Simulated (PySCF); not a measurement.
# Working with the constants of TlSi

UHF-CCSD(T) constants of TlSi, ⁴Σ⁻ (quartet), unpaired electrons σ ↑, π ↑↑ (basis Tl def2-SVP with ECP60, Si def2-SVP; scalar-relativistic core potentials; PySCF 2.14; masses 204.9744 and 27.9769 u):

| Quantity | Value |
| --- | --- |
| ωe | 236.7 cm⁻¹ |
| ωexe | 0.71 cm⁻¹ |
| Be | 0.094142 cm⁻¹ |
| αe | 0.000442 cm⁻¹ |
| D (centrifugal) | 5.96e-08 cm⁻¹ |
| De to Tl + Si | 1.89 eV |

Question: Give the vibrational terms G(v) and spacings up to v = 6.

Answer: G(v) = ωe(v+½) − ωexe(v+½)².

```
v  G(v) (cm⁻¹)  G(v) − G(v−1)  Bv (cm⁻¹)
0        118.2                   0.09392
1        353.5          235.3    0.09348
2        587.3          233.9    0.09304
3        819.8          232.4    0.09259
4       1050.8          231.0    0.09215
5       1280.4          229.6    0.09171
6       1508.6          228.2    0.09127
```

Question: How well does the Morse estimate ωe²/(4ωexe) reproduce De, and what is D0?

Answer: It gives 2.45 eV, 129 % of the computed De. D0 = De − G(0) = 1.89 − 0.01 = 1.88 eV.

Correlated steps freeze 9 core orbitals. Correlated levels converge slowly with the basis: in double zeta they bind strong bonds too weakly, by up to about 1 eV, and carry superposition errors of some tenths. Spin–orbit coupling is left out, which matters for elements this heavy, above all for dissociation energies. The state was picked by a PBE0 search and need not be the measured ground state.
